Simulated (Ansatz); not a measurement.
A structure relaxed at PBE0-D4/def2-TZVP, charge 0, multiplicity 1:

```json
{"atom": "C1", "x (Å)": "0.3248", "y (Å)": "2.6713", "z (Å)": "1.7208"}
{"atom": "S2", "x (Å)": "0.9021", "y (Å)": "0.9675", "z (Å)": "1.9934"}
{"atom": "Sn3", "x (Å)": "-0.0013", "y (Å)": "0.0017", "z (Å)": "0.0021"}
{"atom": "S4", "x (Å)": "0.8702", "y (Å)": "1.0779", "z (Å)": "-1.9464"}
{"atom": "C5", "x (Å)": "2.6316", "y (Å)": "0.7358", "z (Å)": "-1.6450"}
{"atom": "S6", "x (Å)": "-2.3748", "y (Å)": "0.2719", "z (Å)": "-0.0862"}
{"atom": "C7", "x (Å)": "-2.7773", "y (Å)": "-0.6147", "z (Å)": "1.4508"}
{"atom": "S8", "x (Å)": "0.5985", "y (Å)": "-2.3119", "z (Å)": "0.0457"}
{"atom": "C9", "x (Å)": "-0.1785", "y (Å)": "-2.7931", "z (Å)": "-1.5276"}
{"atom": "H10", "x (Å)": "0.6723", "y (Å)": "3.2529", "z (Å)": "2.5746"}
{"atom": "H11", "x (Å)": "-0.7631", "y (Å)": "2.7164", "z (Å)": "1.6773"}
{"atom": "H12", "x (Å)": "0.7483", "y (Å)": "3.0894", "z (Å)": "0.8080"}
{"atom": "H13", "x (Å)": "2.8263", "y (Å)": "-0.3361", "z (Å)": "-1.6211"}
{"atom": "H14", "x (Å)": "2.9682", "y (Å)": "1.1927", "z (Å)": "-0.7147"}
{"atom": "H15", "x (Å)": "3.1768", "y (Å)": "1.1792", "z (Å)": "-2.4782"}
{"atom": "H16", "x (Å)": "-2.3243", "y (Å)": "-0.1302", "z (Å)": "2.3153"}
{"atom": "H17", "x (Å)": "-2.4570", "y (Å)": "-1.6551", "z (Å)": "1.4009"}
{"atom": "H18", "x (Å)": "-3.8622", "y (Å)": "-0.5796", "z (Å)": "1.5497"}
{"atom": "H19", "x (Å)": "-1.2553", "y (Å)": "-2.6285", "z (Å)": "-1.5018"}
{"atom": "H20", "x (Å)": "0.2579", "y (Å)": "-2.2492", "z (Å)": "-2.3650"}
{"atom": "H21", "x (Å)": "0.0170", "y (Å)": "-3.8581", "z (Å)": "-1.6528"}
```

Question: Give its formula and SMILES.

Answer: C4H12S4Sn, `C[S][Sn]([S]C)([S]C)[S]C`.

Question: Point group (tolerance 0.08 Å, 0.16 Å for H)?

Answer: D2d.

Question: Summarise the bond lengths by kind.

Answer: 4 × C–S 1.820 Å; 12 × C–H 1.090 Å; 4 × S–Sn 2.390 to 2.391 Å.

Program: Ansatz 0.2.0.
